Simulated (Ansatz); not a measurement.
`[NH2][GeH3]`. Charge 0, multiplicity 1.

Z-matrix (Å, degrees):
```
Ge
N 1 1.843
H 1 1.536 2 106.9
H 1 1.548 2 114.5 3 -120.5
H 1 1.536 2 106.8 3 119.0
H 2 1.011 1 113.7 3 59.1
H 2 1.011 1 113.6 3 -176.9
```

List the harmonic frequencies (cm⁻¹, unscaled) at PBE0-D4/def2-TZVP in Ansatz. (An estimate is asked.)

Computed: 172, 541, 576, 641, 709, 857, 883, 890, 946, 1585, 2102, 2165, 2169, 3555, 3647.

Is this a minimum?

Yes, all 15 modes are real.

Give the ideal-gas thermochemistry at 298.15 K and 1 bar (rigid rotor, harmonic oscillator; point group Cs, symmetry number 1).

Zero-point energy 128.2 kJ/mol; H(298) − E = 141.9 kJ/mol; entropy 275.3 J/(mol·K), of which translation 165.2, rotation 90.3, vibration 19.8; G(298) − E = 59.9 kJ/mol.

And at 400, 500, 600, 800 and 1000 K?


| T (K) | H − E (kJ/mol) | S (J/mol/K) | G − E (kJ/mol) |
| --- | --- | --- | --- |
| 400 | 149.5 | 296.9 | 30.7 |
| 500 | 158.0 | 315.9 | 0.1 |
| 600 | 167.5 | 333.3 | -32.4 |
| 800 | 188.7 | 363.7 | -102.2 |
| 1000 | 212.2 | 389.8 | -177.6 |
